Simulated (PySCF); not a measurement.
## NaPb⁻: from constants to spectrum

ROHF-CCSD constants of NaPb⁻, triplet, unpaired electrons π ↑↑ (Na def2-SVPD, Pb def2-SVPD with ECP60; scalar-relativistic core potentials (PySCF 2.14); masses 22.9898 and 207.9766 u):

```
ωe             : 139.1 cm⁻¹
ωexe           : 0.97 cm⁻¹
Be             : 0.081034 cm⁻¹
αe             : 0.000650 cm⁻¹
De to Na⁻ + Pb : 1.51 eV
```

Problem. What force constant and bond length do these constants imply?

Solution. Reduced mass μred = 20.701 u; k = 5.8918×10⁻⁷·μred·ωe² (u, cm⁻¹, mdyn/Å) = 0.236 mdyn/Å; Re = √(16.8576/(μred·Be)) (u, cm⁻¹, Å) = 3.170 Å.

Problem. Estimate the centrifugal constant D from the Kratzer relation and find the Dunham coefficient a1.

Solution. D = 4Be³/ωe² = 1.1e-07 cm⁻¹; a1 = −1 − αeωe/(6Be²) = -3.29.

Correlated steps freeze 5 core orbitals. Correlated levels converge slowly with the basis: in double zeta they bind strong bonds too weakly, by up to about 1 eV, and carry superposition errors of some tenths. Spin–orbit coupling is left out, which matters for elements this heavy, above all for dissociation energies. For an ion De counts to the pair picked by the measured ionisation energies or electron affinities, which need not be the lowest pair at this level. The CCSD T1 diagnostic is raised, a sign that a single reference may not be enough here. The state was picked by a PBE0 search and need not be the measured ground state.
